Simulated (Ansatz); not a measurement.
A nudged elastic band was laid between two geometries of BFH3N + H3N (10 atoms, charge 0, multiplicity 1).

Level of theory: Ansatz, RKS BHLYP/6-31G*.

| Quantity | Value |
| --- | --- |
| movable images | 5 |
| climbing image | yes |
| spring | 5.0 eV/Å² |
| optimiser | quadratic models (default) |
| start path | through a guess of the saddle point |
| force threshold | 0.05 eV/Å |
| iteration limit | 60 |
| end points | relaxed |

Image 0:

```xyz
10
Properties=species:S:1:pos:R:3
B -0.132 -0.412 -0.173
H -0.104 -1.074 0.812
F 0.977 0.226 -0.553
N -1.284 -0.285 -0.937
H -2.134 -0.764 -0.716
H -1.316 0.249 -1.784
N -0.171 2.575 1.281
H -1.049 2.283 0.882
H 0.552 2.199 0.687
H -0.086 2.111 2.172
```

Image 6:

```xyz
10
Properties=species:S:1:pos:R:3
B -0.132 0.681 -0.699
H -0.330 0.137 3.330
F 1.046 0.269 -1.190
N -1.295 0.019 -1.134
H -1.246 -0.750 -1.771
H -2.217 0.226 -0.811
N -0.122 1.744 0.226
H -0.942 2.166 0.608
H 0.729 2.213 0.465
H -0.237 0.403 2.649
```

Q: What changes between the two ends?

A: Bonds broken: B1–H2, N7–H10. Bonds formed: B1–N7, H2–H10. BFH3N + H3N becomes BFH4N2 + H2.

Q: What energy profile does the band end with?

A: The run converged. The highest image is number 3 of 0 to 6, 1.94 eV above the first end and 2.54 eV above the last; the last end lies 0.60 eV below the first. The profile has 2 maxima (images 1, 3) with wells between them (image 2): this band takes more than one step, which may be the mechanism or a detour left from its start path. Neighbouring images differ by up to 2.3 eV, so the band resolves the path poorly. A vibrational analysis at the climbing image gives one clearly imaginary mode, 1804i cm⁻¹: a first-order saddle point. The orbitals stay closed-shell, which can raise the energy where a bond breaks towards radicals; this wasn't checked here.

```
image  path coordinate (Å)  energy (eV)  B1–H2 (Å)  N7–H10 (Å)  B1–N7 (Å)
    0                 0.00         0.00       1.19        1.01       3.32
    1                 1.29         0.32       1.19        1.01       2.72
    2                 2.59         0.30       1.21        1.01       1.68
    3                 3.88         1.94       1.49        1.29       1.57
    4                 4.98        -0.41       2.53        2.29       1.41
    5                 6.08        -0.59       3.51        2.74       1.41
    6                 7.18        -0.60       4.07        2.77       1.41
```

Q: What is the geometry of the highest image?

A: 
```xyz
10
Properties=species:S:1:pos:R:3
B -0.159 0.378 0.032
H -0.375 -0.208 1.383
F 1.063 -0.070 -0.324
N -1.266 0.117 -0.852
H -1.272 -0.801 -1.261
H -2.191 0.352 -0.542
N -0.136 1.809 0.669
H -0.854 2.454 0.382
H 0.772 2.245 0.699
H -0.329 0.833 1.484
```

Run time: 4.6 min on 1 thread of Arm Neoverse V1 (shared host), peak memory 0.14 GiB.
